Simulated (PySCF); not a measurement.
System: B2F3 (charge 0, doublet). It need not be the lowest isomer of its formula. 
Structure (B3LYP-D3(BJ)/def2-TZVP (Ansatz) minimum search):
```xyz
5

B     -0.9299     0.3625    -0.5236
F     -2.1974     0.2522    -0.2924
B      0.5496    -0.0774     0.0956
F      1.1760    -1.1628    -0.3474
F      1.2327     0.7523     0.8776
```
Charge 0, spin multiplicity 2.

Dispersion corrections to the total energy (kcal/mol) from the dftd3 and dftd4 libraries through PySCF: D3(BJ) without and D4 with the three-body term, each with the damping fitted for the functional named.

```csv
functional,D3(BJ),D4
CAM-B3LYP,[?],-1.35
PBE,-1.38,[?]
PW6B95,[?],-1.48
BP86,-2.25,-2.13
BLYP,-3.05,-3.69
B3LYP,-2.49,-2.63
B2PLYP,-1.16,-1.13
```

Question: Fill in the missing entries.

Answer: 
- CAM-B3LYP, D3(BJ): -1.08
- PBE, D4: -1.63
- PW6B95, D3(BJ): -0.70
